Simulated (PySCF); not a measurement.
Lead: a sound run and one with changed settings

Sound run: Pb [Xe] 4f14 5d10 6s2 6p2, Pb⁺ [Xe] 4f14 5d10 6s2 6p1. All numbers are calculated (PySCF 2.14, a scalar-relativistic core potential, in def2-TZVP with the def2 core potential (60 electrons)). In the sound run the correlated levels freeze 5s2 5p6 5d10 outside the core potential. The sound run starts from symmetry-adapted Hartree-Fock orbitals and uses a fine grid where one is needed.

A second run was set up differently.

```json
{"species": "Pb", "method": "UHF", "sound run (hartree)": "-191.83552", "changed run (hartree)": "-191.83552", "converged": "yes"}
{"species": "Pb", "method": "PBE0", "sound run (hartree)": "-192.83694", "changed run (hartree)": "-192.83694", "converged": "no"}
{"species": "Pb", "method": "M06-L", "sound run (hartree)": "-192.94044", "changed run (hartree)": "-192.94044", "converged": "no"}
{"species": "Pb", "method": "MP2", "sound run (hartree)": "-191.87227", "changed run (hartree)": "-191.84669", "converged": "yes"}
{"species": "Pb", "method": "CCSD(T)", "sound run (hartree)": "-191.88342", "changed run (hartree)": "-191.88342", "converged": "yes"}
{"species": "Pb⁺", "method": "UHF", "sound run (hartree)": "-191.59413", "changed run (hartree)": "-191.59413", "converged": "yes"}
{"species": "Pb⁺", "method": "PBE0", "sound run (hartree)": "-192.57907", "changed run (hartree)": "-192.57907", "converged": "no"}
{"species": "Pb⁺", "method": "M06-L", "sound run (hartree)": "-192.69779", "changed run (hartree)": "-192.69779", "converged": "no"}
{"species": "Pb⁺", "method": "MP2", "sound run (hartree)": "-191.62151", "changed run (hartree)": "-191.60266", "converged": "yes"}
{"species": "Pb⁺", "method": "CCSD(T)", "sound run (hartree)": "-191.63075", "changed run (hartree)": "-191.63075", "converged": "yes"}
```

Ionisation energy of Pb:

```json
{"method": "UHF", "sound run (eV)": "6.569", "changed run (eV)": "6.569"}
{"method": "MP2", "sound run (eV)": "6.823", "changed run (eV)": "6.641"}
{"method": "SCS-MP2", "sound run (eV)": "6.762", "changed run (eV)": "6.624"}
{"method": "CCSD", "sound run (eV)": "6.858", "changed run (eV)": "6.858"}
{"method": "CCSD(T)", "sound run (eV)": "6.875", "changed run (eV)": "6.875"}
```

Problem. What was changed?
A. level shift left on
B. angular grid far too coarse
C. a valence shell is frozen
D. too few SCF iterations

Solution. A. It used initial guess atom, at most 50 SCF cycles, level shift 2.0 hartree. A level shift leaves the converged SCF energy unchanged but raises the virtual orbital energies, which shrinks MP2 if it is not removed.
